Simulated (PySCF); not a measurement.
**Spinor energies of Re(68+) (rhenium, charge +68)**

Start: [He] 2s2 2p3; 2p1/2 filled at m_j = -1/2, +1/2; 2p3/2 filled at m_j = +3/2. Calculated with PySCF 2.14 in an even-tempered Gaussian basis (16 s from 54 bohr⁻², ratio 2.4; 13 p from 70 bohr⁻², ratio 2.4; 5 d from 230 bohr⁻², ratio 2.6; 4 f from 350 bohr⁻², ratio 2.6): generalised Hartree-Fock with the X2C-1e Hamiltonian and a Gaussian nucleus; one run each with spin-orbit coupling (SO) switched off, then screened by Boettger's factors.

| spinor shell | electrons | ε, spin-free (eV) | ε, screened SO (eV) | weight of nominal j (screened SO) | rms radius, screened SO (bohr) |
| --- | --- | --- | --- | --- | --- |
| 1s1/2 | 2 | -79340.7 | -79279.5 | 1.000 | 0.0203 |
| 2s1/2 | 2 | -19020.4 | -19001.9 | 1.000 | 0.0799 |
| 2p1/2 | 2 | -17635.5 | -18670.7 | 1.000 | 0.0674 |
| 2p3/2 | 1 | -17635.5 | -17141.2 | 1.000 | 0.0742 |

```json
{"quantity": "E (hartree)", "spin-free": "-9528.85122", "screened SO": "-9590.93505"}
{"quantity": "M_J", "spin-free": "3/2", "screened SO": "3/2"}
{"quantity": "⟨J²⟩", "spin-free": "3.750", "screened SO": "3.750"}
{"quantity": "⟨L²⟩", "spin-free": "0.000", "screened SO": "2.611"}
{"quantity": "⟨S²⟩", "spin-free": "3.750", "screened SO": "1.458"}
```

Each row is a mean over spinors that exchange with the open shell spreads, by up to 68.776 eV (2s1/2).

Breit and QED terms are absent; they matter most for the inner s and p1/2 levels.

Densities and radii are taken from the X2C orbitals without a picture-change correction, which distorts them close to the nucleus.

Without spin-orbit coupling the j labels of p, d and f shells carry no meaning; the spin-free column gives the mean over the occupied spinors of each nl shell.
